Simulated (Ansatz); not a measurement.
`[SiH3][SiH2][S][GeH3]` + `C=C[SiH2]O` → `C=C([SiH3])[SiH2]O` + `[SiH3][S][GeH3]`  (formal exchange of groups at the Si–Si bond)

Gas-phase electronic energies from Ansatz, PBE0-D4/def2-TZVP geometries. CCSD(T)/CBS adds triple-zeta CCSD(T) − MP2 to the extrapolated MP2 energy (def2 sets, frozen cores). Functionals use def2-TZVPP. For Ge outer-core shells are correlated without core-valence functions, which leaves a few kJ/mol of doubt a bond. Scalar relativity is left out up to krypton. One conformer a species, not always the lowest.

| level | ΔE (kJ/mol) |
| --- | --- |
| PBE-D4 | 9.5 |
| PBE0-D4 | 6.9 |

Q: What does CCSD(T)/CBS give? (An estimate is asked.)

A: Computed: -1.8 kJ/mol. The listed levels differ from it by 11.3, 8.7 kJ/mol.

Largest T1 diagnostic among the species: 0.012.
